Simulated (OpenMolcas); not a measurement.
# neutral tin: from CASSCF to CASPT2

| Quantity | Value |
| --- | --- |
| Program | OpenMolcas 26.06 |
| Basis | ANO-RCC-VDZP [6s5p3d1f] |
| Scalar Hamiltonian | DKH2, point nucleus |
| Active space | 2 electrons in 3 orbitals (5p) |
| State averaging | 2S+1 = 3 even, 3 roots; 2S+1 = 1 even, 6 roots |
| Spin-orbit coupling | state interaction with AMFI integrals over the reference wave functions, term energies averaged over their components |

Methods on the same reference wave functions:
A. CASSCF
B. SS-CASPT2, IPEA 0.25 Eh, imaginary shift 0.1 Eh (closed shells correlated: 4d 5s)

Energies in eV above 5s2 5p2 3P0, the measured ground level; measured values from NIST Handbook of Basic Atomic Spectroscopic Data.

```tsv
Level	A	B	Measured
5s2 5p2 3P0	0.0000	0.0000	0.0000
5s2 5p2 3P1	0.1685	0.1737	0.2098
5s2 5p2 3P2	0.3830	0.385	0.4250
5s2 5p2 1D2	1.2707	1.212	1.0679
5s2 5p2 1S0	2.6844	2.414	2.1279
```

Deviations, from unrounded energies. A percentage is the sum of absolute deviations over the sum of measured energies, with the sign that they share, or ± where signs differ.

```json
{"Against measurement": "mean absolute deviation (cm-1)", "Levels": "4", "A": "1700", "B": "1000"}
{"Against measurement": "fine structure of the ground term (%)", "Levels": "2", "A": "-13.1", "B": "-11.9"}
{"Against measurement": "other terms of the ground configuration (%)", "Levels": "2", "A": "+23.8", "B": "+13.5"}
```

B lies closest to measurement on these levels. The largest miss of B in the table is 5s2 5p2 1S0, by +2300 cm-1. The ranking rests on the paired levels alone, and a cruder setting can come out closer through cancelling errors.

From A to B the spin-free energies of the other terms of 5s2 5p2 shown, above 3P, scale by factors of 0.88 to 0.93.

The lowest spin-free term lies below A's lowest term by 0.361 hartree in B.

CASPT2 does not keep the components of a term degenerate, so their means are used; among the terms shown or strongly mixed into the levels shown the widest spread is 83 cm-1 (5s2 5p2 1D, B). With the s shell closed, the reference lacks s² → p² mixing. Measured partners are found by configuration, term and J. A level has none where our copy of the source lacks it or the pairing is in doubt (some pairs that miss far off the trend of their configuration count as doubtful), and it then counts in no deviation. Levels of configurations outside the active space are missing.
